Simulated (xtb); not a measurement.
GaI₃, triplet, geometry from GFN2-xTB (such geometries of metal compounds can be far from the true shape) (a higher spin typed on purpose: for a closed-shell molecule this is an excited state). Base run: GFN2-xTB (xtb).

Geometry (Å):
```xyz
4

Ga     0.3198    -0.4225    -0.8017
I     -2.1023    -1.3458     0.0953
I     -0.0510     2.2879    -1.0016
I      1.9662    -0.6949     1.3752
```
Charge 0, spin multiplicity 3.
All else is at xtb's defaults.
Base energy -12.73544 Eh.

Each row names what was changed in the base input (with any setting that the change needs).

```json
[
 {"change": "base", "ΔE vs base (kJ/mol)": "0.00", "dipole (D)": "4.01", "G_solv (kcal/mol)": "-", "SCF cycles": "15"},
 {"change": "gbsa = methanol", "ΔE vs base (kJ/mol)": "-40.1", "dipole (D)": "4.04", "G_solv (kcal/mol)": "-9.62", "SCF cycles": "19"},
 {"change": "alpb = water", "ΔE vs base (kJ/mol)": "-21.44", "dipole (D)": "4.02", "G_solv (kcal/mol)": "-5.13", "SCF cycles": "20"},
 {"change": "alpb = dmso", "ΔE vs base (kJ/mol)": "-58.9", "dipole (D)": "4.03", "G_solv (kcal/mol)": "-14.10", "SCF cycles": "15"},
 {"change": "alpb = toluene", "ΔE vs base (kJ/mol)": "-42.0", "dipole (D)": "4.03", "G_solv (kcal/mol)": "-10.04", "SCF cycles": "15"},
 {"change": "alpb = dmf", "ΔE vs base (kJ/mol)": "-59.0", "dipole (D)": "4.03", "G_solv (kcal/mol)": "-14.11", "SCF cycles": "15"},
 {"change": "etemp = 3000", "ΔE vs base (kJ/mol)": "-53.4", "dipole (D)": "4.00", "G_solv (kcal/mol)": "-", "SCF cycles": "13"},
 {"change": "etemp = 5000", "ΔE vs base (kJ/mol)": "-104.2", "dipole (D)": "3.85", "G_solv (kcal/mol)": "-", "SCF cycles": "13"}
]
```

ALPB and GBSA are two models with their own fitted parameters for each solvent, which aren't always the measured dielectric constant.
